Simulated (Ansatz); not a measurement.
Input for Ansatz (a program for electronic structure): R-RI-MP2/aug-cc-pV(Q+d)Z on ClH3O (a complex), monomers drawn apart or pushed together. Files ending in .json are basis or fitting sets from the Basis Set Exchange.

Ansatz 0.2 input:
```yaml
crystal:
  periodic: [false, false, false]
  atoms:
    - {symbol: O, position_ang: [0.04092865, 0.33230201, 0.25285459]}
    - {symbol: H, position_ang: [0.79409459, 0.84827547, -0.05584907]}
    - {symbol: H, position_ang: [0.18620983, -0.56719311, -0.06111981]}
    - {symbol: Cl, position_ang: [-0.34799987, 0.48708265, 3.65008730]}
    - {symbol: H, position_ang: [-0.24686337, 0.44812848, 2.35033665]}
basis:
  gaussian:
    orbitals: aug-cc-pV_Q+d_Z.json
    fitting: {mean_field: def2-universal-JKFIT, correlation: aug-cc-pVQZ-RIFIT.json}
magnetization: {spin_polarized: false}
correlation: {method: mp2, electrons: outside_noble_gas}
scf: {lower_state_search: off}
```

The head of its log:

```
WARN ansatz: RAYON_NUM_THREADS=2 ignored (pool sized by the plan → 2); use --threads N
Functional definition: HF
these checks for a lower state are left out or cut short: stability, starts, cluster_reference, orbital_swaps, neighbouring_geometries, increment
integrals: 0.28 GiB planned
259 factors; integrals over basis functions are off by at most 4.8e0 eV
mean field: 0.46 GiB planned
mean field evaluation 1: about -14588.2724 eV, gradient 3.3e1 eV
mean field evaluation 2: about -14589.6209 eV, gradient 2.1e1 eV
mean field evaluation 4: about -14590.2734 eV, gradient 7.0e-1 eV
mean field -14590.27576731 eV, -536.1827448044 hartree, gradient 2.8e-6 eV, S^2 0.000000; 0 other end points of the search recorded, 0 dependent functions left out
6 core orbitals not correlated
602 factors; their error is unknown
reference -14590.27576731 eV, -536.1827448044 hartree; 8, 8 occupied and 293, 293 virtual orbitals, 602 factors
```

Q: Give the final energy of this run.

A: -536.6970 hartree.
